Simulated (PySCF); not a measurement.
Si(F)(OH)(SeH)2 (FH₃OSe₂Si), SMILES [Si]([SeH])(O)([SeH])F.

Geometry optimised at PBE-D3(BJ)/def2-SVP. One conformer was computed; it need not be the lowest.

These are PBE-D3(BJ)/def2-SVP (PySCF 2.14.0) values and carry that method's errors.

Frequencies are harmonic and unscaled.

Computed vibrational spectrum:
```csv
mode,ν (cm⁻¹),IR (km/mol),moving atoms (share of kinetic energy)
1,77,4.7,"Se 68 %, H 9 %, F 9 %"
2,128,2.4,"H 43 %, O 27 %, F 27 %"
3,163,17.8,"H 64 %, F 14 %, Se 10 %"
4,194,10.7,"F 39 %, Se 19 %, Si 17 %, H 13 %, O 12 %"
5,211,2.7,"F 38 %, Se 21 %, H 16 %, O 13 %, Si 11 %"
6,228,20.1,"H 37 %, O 33 %, Se 21 %"
7,243,12.5,"H 80 %, O 10 %"
8,285,55.5,"H 45 %, O 25 %, Se 19 %"
9,375,55.0,"Si 34 %, O 22 %, F 21 %, Se 12 %, H 11 %"
10,481,145.4,"Si 76 %, Se 13 %, H 9 %"
11,626,24.1,H 88 %
12,641,8.4,H 92 %
13,790,216.5,"H 40 %, O 29 %, F 16 %, Si 14 %"
14,867,130.0,"H 38 %, Si 31 %, F 26 %"
15,915,68.4,"Si 45 %, O 31 %, F 14 %, H 10 %"
16,2349,6.0,H 99 %
17,2361,5.7,H 99 %
18,3730,90.3,H 94 %
```
